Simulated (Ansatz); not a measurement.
`C[NH][Hf]([Cl])([Cl])[Cl]`, 10 atoms. The species carries charge 0 and has multiplicity 1. Correlated methods include outer-core shells of Hf, which these sets cover unevenly. Hf takes the def2 core potential. All runs use 4 threads of an Intel Xeon Platinum 8259CL on a shared host. Correlated methods freeze the cores.

Question: How many basis functions does each run have, and how long does it take in Ansatz? RHF-MP2/def2-QZVPP energy; RKS PBE0-D4/def2-TZVP frequencies; RKS PBE0-D4/def2-SVP energy; RKS B2PLYP (frozen core)/def2-TZVPP energy; RKS CAM-B3LYP-D4/def2-TZVPP energy; RKS ωB97M-V/def2-SVP energy; RHF-MP2/def2-TZVPP energy; RKS PBE-QIDH (frozen core)/def2-TZVPP energy; direct RPA on PBE orbitals/def2-TZVPP energy; RKS r2SCAN0-D4/def2-TZVPP energy; RKS PBE0-D4/def2-TZVP relaxation (15 steps); RHF-CCSD(T)/def2-SVP energy. (Best estimate.)

Answer: The calculation gave: Other jobs shared the machine, so times are rough.

```csv
level,job,functions,wall time,peak host memory (GiB)
RKS PBE0-D4/def2-SVP,energy,134,2.9 s,0.65
RHF-MP2/def2-TZVPP,energy,300,7 s,0.93
RKS CAM-B3LYP-D4/def2-TZVPP,energy,300,8.5 s,1.3
direct RPA on PBE orbitals/def2-TZVPP,energy,300,9 s,0.94
RKS PBE-QIDH (frozen core)/def2-TZVPP,energy,300,10 s,0.99
RKS B2PLYP (frozen core)/def2-TZVPP,energy,300,10 s,0.98
RKS ωB97M-V/def2-SVP,energy,134,12 s,0.65
RKS r2SCAN0-D4/def2-TZVPP,energy,300,13 s,1.2
RHF-CCSD(T)/def2-SVP,energy,134,16 s,0.97
RHF-MP2/def2-QZVPP,energy,525,32 s,3.7
RKS PBE0-D4/def2-TZVP,relaxation (15 steps),237,120 s,0.9
RKS PBE0-D4/def2-TZVP,frequencies,237,5.3 min,0.93
```
